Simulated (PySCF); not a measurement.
Towards the basis-set limit for AuC

State: ²Π, doublet, unpaired electrons π ↑. De refers to Au (5d10 6s1) + C. ROHF-based CCSD(T) in PySCF 2.14 with Au aug-cc-pVDZ-PP with ECP60, C aug-cc-pVDZ and Au aug-cc-pVTZ-PP with ECP60, C aug-cc-pVTZ (frozen core orbitals: 5; scalar-relativistic core potentials). Correlation energies are extrapolated as n⁻³ (n = 2, 3), Hartree–Fock as (n+1)·exp(−9√n).

```json
{"Level": "CCSD(T)/DZ", "Re (Å)": "1.8857", "ωe (cm⁻¹)": "679.8", "ωexe (cm⁻¹)": "4.93", "αe (cm⁻¹)": "0.00383", "De (eV)": "2.522"}
{"Level": "CCSD(T)/TZ", "Re (Å)": "1.8633", "ωe (cm⁻¹)": "692.4", "ωexe (cm⁻¹)": "4.70", "αe (cm⁻¹)": "0.00378", "De (eV)": "2.730"}
{"Level": "HF/CBS", "Re (Å)": "1.9835", "ωe (cm⁻¹)": "543.7", "ωexe (cm⁻¹)": "2.86", "αe (cm⁻¹)": "0.00312", "De (eV)": "0.365"}
{"Level": "MP2/CBS", "Re (Å)": "1.7875", "ωe (cm⁻¹)": "767.4", "ωexe (cm⁻¹)": "5.44", "αe (cm⁻¹)": "0.00454", "De (eV)": "2.963"}
{"Level": "CCSD/CBS", "Re (Å)": "1.8681", "ωe (cm⁻¹)": "670.8", "ωexe (cm⁻¹)": "4.43", "αe (cm⁻¹)": "0.00382", "De (eV)": "2.395"}
{"Level": "CCSD(T)/CBS", "Re (Å)": "1.8587", "ωe (cm⁻¹)": "695.4", "ωexe (cm⁻¹)": "4.66", "αe (cm⁻¹)": "0.00379", "De (eV)": "2.790"}
```

How much is left between CCSD(T)/TZ and the basis-set limit, and how much do the triples give at the limit?

CCSD(T)/CBS less CCSD(T)/TZ: -4.6 mÅ in Re, +3.0 cm⁻¹ in ωe and +0.060 eV in De. CCSD(T)/CBS less CCSD/CBS: -9.4 mÅ in Re, +24.6 cm⁻¹ in ωe and +0.395 eV in De.

The T1 diagnostic is 0.048, large enough to doubt a single reference. The state was picked by a PBE0 search and need not be the measured ground state. Spin–orbit coupling, excitations beyond (T) and corrections to the Born–Oppenheimer picture are left out, and spin–orbit coupling matters for open p, d or f shells this heavy.

The whole job (state search and all basis sets along the bond) took about 21 min on 4 threads of Arm Neoverse V1 (shared host), peak memory 15 GiB.
